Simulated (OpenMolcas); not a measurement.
Pd4+ (d6) among equal point charges was computed by CASSCF with the d shell active (OpenMolcas, ANO-RCC-VDZP on the metal). Its lowest spin-free states, and all those of the highest spin:

| 2S+1 | Degeneracy | E (cm-1) |
| --- | --- | --- |
| 5 | 2 | 0.0 |
| 5 | 1 | 920.3 |
| 5 | 1 | 5066 |
| 5 | 1 | 7050 |
| 3 | 2 | 17937 |
| 3 | 1 | 18604 |
| 3 | 1 | 20092 |
| 3 | 2 | 20757 |
| 3 | 1 | 22152 |
| 3 | 2 | 22449 |
| 1 | 1 | 24076 |
| 3 | 1 | 24276 |

**Question.** Is the site octahedral, tetrahedral or cube-like, axial, or of lower symmetry?

**Answer.** The states with 2S+1 = 5 have orbital degeneracies 2, 1, 1, 1. There are pairs but no triples, so the site is axial: not cubic, but with a proper or improper axis of order three or more. The run had Pd4+ among 6 point charges of -1 e arranged as a tetragonal octahedron (D4h), 1.74 Å from the ion, with the axial distance 1.827 Å.

An orbital doublet at a regular site is open to a Jahn-Teller distortion, which this geometry leaves out. Without dynamic correlation the repulsion within the d shell is too large (B by tens of per cent), so at a given field states of lower spin stand too high. Point charges give a weaker field than real ligands, and real ions of this kind are as a rule low spin; the high spin found here belongs to the model. Point charges carry no covalency, so the field is a model and not that of real ligands. No measured value stands beside these numbers.
